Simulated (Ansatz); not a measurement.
The same atomization along the group F, Cl, Br.

Program: Ansatz. Geometries: PBE0-D4/def2-TZVP. ΔE: electronic, gas phase. CCSD(T)/CBS is the MP2 limit (def2-TZVPP, def2-QZVPP) plus CCSD(T) − MP2 in def2-TZVPP, frozen cores. This one scheme is used for every species, atoms too. DFT in def2-TZVPP. Open shells (•) are unrestricted, without spin–orbit coupling. Spin–orbit coupling would lower the free atoms: a little for Al, Cl, F; clearly for Br. For Br outer-core shells are correlated without core-valence functions, so the limit isn't a true one: a few kJ/mol of doubt a bond, and 10 to 20 or more in all where bonds break to atoms. Scalar relativity is left out up to krypton. One conformer a species, not always the lowest.

```json
{"reaction": "`[NH2][Al][F]`• → Al• + F• + 2 H• + N•", "PBE0-D4 (kJ/mol)": "1670", "CCSD(T)/CBS(def2) (kJ/mol)": "1695"}
{"reaction": "`[NH2][Al][Cl]`• → Al• + Cl• + 2 H• + N•", "PBE0-D4 (kJ/mol)": "1530", "CCSD(T)/CBS(def2) (kJ/mol)": "1535"}
{"reaction": "`[NH2][Al][Br]`• → Al• + Br• + 2 H• + N•", "PBE0-D4 (kJ/mol)": "1478", "CCSD(T)/CBS(def2) (kJ/mol)": "1488"}
```

Largest T1 diagnostic: 0.018, for Al•.

For atomizations the MP2-based limit and the directly extrapolated one differ by several kJ/mol either way, and by 10 to 25 for some Ge, Se and Sn compounds, so smaller differences from it don't rank the levels.
